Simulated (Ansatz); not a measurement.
`[TeH][SiH]1BC1` + H–F → `F[SiH]1BC1` + H₂Te at 600 K and 1 bar (ligand exchange at the Si–Te bond).

Calculated with Ansatz (gas phase, PBE0-D4/def2-TZVP geometries, no zero-point term in ΔE). CCSD(T)/CBS is the MP2 limit (def2-TZVPP, def2-QZVPP) plus CCSD(T) − MP2 in def2-TZVPP, frozen cores. This one scheme is used for every species. Elements past krypton have def2 core potentials. For Te outer-core shells are correlated without core-valence functions, which leaves a few kJ/mol of doubt a bond.

```csv
species,CCSD(T)/CBS energy (Eh),H − E (kJ/mol),S (J/(mol·K))
`[TeH][SiH]1BC1`,-622.60841,198.2,431.9
H–F,-100.39570,42.3,194.0
`F[SiH]1BC1`,-454.11214,176.8,369.6
H₂Te,-268.91024,52.9,255.0
```

H − E and S are ideal-gas, rigid-rotor, harmonic terms from PBE0-D4/def2-TZVP, for one conformer and one mirror image of each species. 1 Eh = 2625.50 kJ/mol, R = 8.31446 J/(mol·K).

By hand: ΔE, ΔH, ΔS and ΔG.

ΔE = (-454.11214) + (-268.91024) − (-622.60841) − (-100.39570) = -0.01827 Eh = -48.0 kJ/mol. Δ(H − E) = 176.8 + 52.9 − 198.2 − 42.3 = -10.8, so ΔH = -58.8 kJ/mol. ΔS = 369.6 + 255.0 − 431.9 − 194.0 = -1.3 J/(mol·K). ΔG = -58.8 − 600 × (-1.3)/1000 = -58.0 kJ/mol.

By hand: the equilibrium constant, and the temperature at which ΔG would vanish if ΔH and ΔS stayed fixed.

log₁₀ K = −ΔG/(RT ln 10) = 5.0. ΔG = 0 at ΔH/ΔS = 45231 K, far beyond where these terms or the molecules hold.

The number of gas molecules stays the same, so ΔS is small and ΔH decides. A doubt of 5 kJ/mol in ΔE shifts log₁₀ K by 0.4 here. Other conformers and mirror images would add mixing entropy, several J/(mol·K) or more a flexible species. These are equilibria of isolated gas molecules and say nothing of rates. Largest T1 diagnostic: 0.014 (customary marks: 0.02 for closed shells, 0.045 for open ones).
